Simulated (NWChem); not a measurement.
Molecule: C$_{4}$H$_{2}$ClF; SMILES C(#C)/C(Cl)=C\F

Results from NWChem. Pople sets run with spherical d functions. Geometry: optimised at B3LYP/6-31G* (spherical d).

### Question
What does the run give for PBE/6-311G**? Quantities: highest occupied level (eV); orbital gap (eV); dipole (D).

### Answer
```
Quantity                     Value
---------------------------  -----
highest occupied level (eV)  -6.05
orbital gap (eV)              3.92
dipole (D)                    0.48
```
